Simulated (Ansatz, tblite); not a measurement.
Spin states of Li₂Cl₂⁺ (the lowest doublet isomer of a short search), each relaxed with PBE-D4/def2-TZVP in Ansatz. Electronic energies in the gas phase.

The xTB rows come from tblite. Correlated methods freeze 10 core orbitals; core or outer-core shells of Li are correlated, in sets that lack core-valence functions. In the doublet, Cl3 and Cl4 lie 2.68 Å apart (atoms count from 1), so these atoms are partly bonded to each other. In the quartet geometry the species has come apart into loosely held pieces. In the quartet, Cl3 and Cl4 lie 2.42 Å apart (atoms count from 1), so these atoms are partly bonded to each other. The structure comes from a short search, and lower isomers may exist.

Doublet geometry (D2h within 0.1 Å):

```tsv
atom	x (Å)	y (Å)	z (Å)
Li1	1.616	0.342	0.916
Li2	-1.613	-0.343	-0.920
Cl3	-0.025	-1.241	0.511
Cl4	0.022	1.242	-0.507
```

Quartet geometry (D2h within 0.1 Å):

Cartesian coordinates in Å:
```
Li -0.868 2.313 1.666
Li 0.868 -2.314 -1.666
Cl 0.403 -0.564 0.993
Cl -0.403 0.564 -0.993
```

⟨S²⟩: doublet 0.76 at PBE0-D4/def2-TZVP (pure 0.75), quartet 3.76 at PBE0-D4/def2-TZVP (pure 3.75).

Run but left out: HF/def2-TZVPP, MP2/def2-TZVPP, CCSD/def2-TZVPP, CCSD(T)/def2-TZVPP (flagged by the program: other roots).

Only these spin states were relaxed. The quartet has fallen apart into loose fragments. The quartet has other bonds than the doublet, so the gap mixes isomer and spin.

```tsv
level	quartet − doublet (kcal/mol)	lowest of these
GFN1-xTB	147.4	doublet
GFN2-xTB	140.2	doublet
HF/STO-3G	168.4	doublet
PBE-D4/def2-TZVP	134.7	doublet
BLYP-D4/def2-TZVP	129.9	doublet
r2SCAN-D4/def2-TZVP	145.5	doublet
PBE0-D4/def2-TZVP	145.5	doublet
CAM-B3LYP-D4/def2-TZVP	153.2	doublet
ωB97X-V/def2-TZVP	163.5	doublet
PBE-QIDH/def2-TZVP	160.1	doublet
RPA@PBE/def2-TZVP	135.4	doublet
MP2/def2-TZVP	163.8	doublet
```

Change of the quartet − doublet gap on mixing in exact exchange, in kcal/mol: PBE to PBE0 (25 % exact exchange) 10.8.

The xTB methods have no spin-polarisation term.
